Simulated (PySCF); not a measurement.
PySCF 2.14 output of a UHF calculation on a single atom or ion in aug-cc-pwCVDZ-PP with ECP60MDF, with a scalar-relativistic core potential:

```
SCF conv_tol = 1e-09
number electrons alpha = 13  beta = 9
cycle= 1 E= -191.476126172563  delta_E= -0.00193  |g|= 0.0141  |ddm|= 0.116
cycle= 2 E= -191.476356782057  delta_E= -0.000231  |g|= 0.00574  |ddm|= 0.0385
cycle= 3 E= -191.476412570955  delta_E= -5.58e-05  |g|= 0.00125  |ddm|= 0.029
cycle= 4 E= -191.476417200992  delta_E= -4.63e-06  |g|= 0.000244  |ddm|= 0.0121
cycle= 5 E= -191.476417508817  delta_E= -3.08e-07  |g|= 0.000137  |ddm|= 0.00252
cycle= 6 E= -191.476417672777  delta_E= -1.64e-07  |g|= 6.2e-05  |ddm|= 0.00233
cycle= 7 E= -191.47641771233  delta_E= -3.96e-08  |g|= 3.48e-06  |ddm|= 0.00172
cycle= 8 E= -191.476417712381  delta_E= -5.14e-11  |g|= 5.73e-07  |ddm|= 5.58e-05
converged SCF energy = -191.476417712381  <S^2> = 6.0059828  2S+1 = 5.0023926
```

The run itself started from symmetry-adapted Hartree-Fock orbitals and held the occupation by maximum overlap, so the iterations belong to that start.

Question: Which element, charge and spin multiplicity is this?

Answer: Pb (lead, neutral), multiplicity 5; the state was [Xe] 4f14 5d10 6s1 6p2 7s1, high-spin 5P determinant (an excited configuration).

Energies and moments cover only the electrons outside the core potential. Spin-orbit coupling is strong in this species (close to jj coupling), so the high-spin LS determinant is a model state, not a physical level. The outer electron is Rydberg-like, and this basis confines it to a smaller radius and binds it less than a complete one would.
